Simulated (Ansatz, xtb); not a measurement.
# Two isomers of ClGeH7Si2

We compare I, `[SiH3][Si@@H](Cl)[GeH3]`, a singlet, with II, `[SiH3][GeH]([SiH3])[Cl]`, a singlet. Both are isolated molecules in the gas phase, relaxed with B3LYP-D3(BJ)/def2-SVP.

Problem. Estimate E(II) − E(I) at the level CCSD(T)/def2-SVP + ΔMP2/def2-TZVPP.

Solution. Too close to call at this level: CCSD(T)/def2-SVP + ΔMP2/def2-TZVPP gives E(II) − E(I) = +0.01 kcal/mol.

The same difference at several levels:

| level | geometry | E(II) − E(I) (kcal/mol) | departure from the last row (kcal/mol) | job, with rough time for the two |
| --- | --- | --- | --- | --- |
| GFN2-xTB | GFN2-xTB | −19.91 | −19.92 | optimisation, 0.98 s |
| HF/STO-3G | GFN2-xTB | −1.60 | −1.61 | single point, 2.2 s |
| r2SCAN-D4/def2-SVP | GFN2-xTB | −0.69 | −0.70 | single point, 9.6 s |
| B3LYP-D3(BJ)/def2-SVP | B3LYP-D3(BJ)/def2-SVP | −0.55 | −0.56 | optimisation, 2.2 min |
| HF/def2-SVP | B3LYP-D3(BJ)/def2-SVP | −1.22 | −1.23 | part of the CCSD(T) run |
| MP2/def2-SVP | B3LYP-D3(BJ)/def2-SVP | +0.29 | +0.27 | part of the CCSD(T) run |
| CCSD(T)/def2-SVP | B3LYP-D3(BJ)/def2-SVP | +0.26 | +0.25 | single point |
| CCSD(T)/def2-SVP + ΔMP2/def2-TZVPP | B3LYP-D3(BJ)/def2-SVP | +0.01 |  | single point, 90 s |

As drawn, II has 1 Ge–Si, 1 Cl–Ge, 2 Si–H in place of 1 Si–Si, 1 Cl–Si, 2 Ge–H.

The largest departure from CCSD(T)/def2-SVP + ΔMP2/def2-TZVPP is that of GFN2-xTB, 19.92 kcal/mol. The last row adds to CCSD(T) the change of the MP2 difference between the two basis sets, here −0.25 kcal/mol.

With thermal terms from frequencies at re-optimised GFN2-xTB minima (ideal gas, soft modes damped towards free rotors, one conformer each, 298.15 K, 1 atm): on the last row, ΔE + ΔZPE = −0.11, ΔH = −0.02, ΔG = −0.08 kcal/mol.

The correlated steps freeze 24 core orbitals; the filled d shell of Ge is correlated, in a basis made for valence electrons. Mirror images aren't counted in ΔG. Programs: Ansatz 0.2.0, xtb 6.7.1; the last row on 2 threads of Intel(R) Xeon(R) Processor @ 2.50GHz (Skylake/Cascade Lake) on a shared host.
